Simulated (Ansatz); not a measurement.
HO₄Re, triplet, geometry from GFN2-xTB (such geometries of metal compounds can be far from the true shape) (the multiplicity is a formal guess) (core potentials on Re). Base run: PBE/def2-SVP (Ansatz, a program for electronic structure).

The Ansatz input:
Ansatz 0.2 input:
```yaml
crystal:
  periodic: [false, false, false]
  atoms:
    - {symbol: Re, position_ang: [0.01596475, -0.01455193, -0.11213261]}
    - {symbol: O, position_ang: [1.13316379, 0.83995704, -0.98404227]}
    - {symbol: O, position_ang: [0.48841121, -0.31615502, 1.61161311]}
    - {symbol: O, position_ang: [-0.48108850, -1.36603858, -0.92758806]}
    - {symbol: O, position_ang: [-1.15039449, 0.86979573, 1.09360555]}
    - {symbol: H, position_ang: [-1.11809237, 0.87092139, 2.06123907]}
basis:
  gaussian:
    orbitals: def2-SVP
hamiltonian:
  xc: pbe
magnetization: {spin_polarized: true, initial_magnetization: 2}
```

Each row names what was changed in the base input (with any setting that the change needs).

```
change              basis functions      E (Eh)  core-seconds (rough)
------------------  ---------------  ----------  --------------------
base                             93  -379.32751                    10
basis = def2-SV(P)               83  -379.27353                    10
basis = def2-SVPD               135  -379.35387                    20
basis = def2-TZVP        (withheld)  (withheld)                    20
basis = def2-TZVPP              194  -379.72598                    30
basis = def2-TZVPD              212  -379.72034                    40
basis = def2-QZVP        (withheld)  (withheld)                    40
```

Problem. What belongs in the gaps?

Solution. 
- basis = def2-TZVP, basis functions: 170
- basis = def2-TZVP, E (Eh): -379.71666
- basis = def2-QZVP, basis functions: 330
- basis = def2-QZVP, E (Eh): -379.74539

Totals compare only among sets that treat the same electrons; sets with core potentials leave the core out.
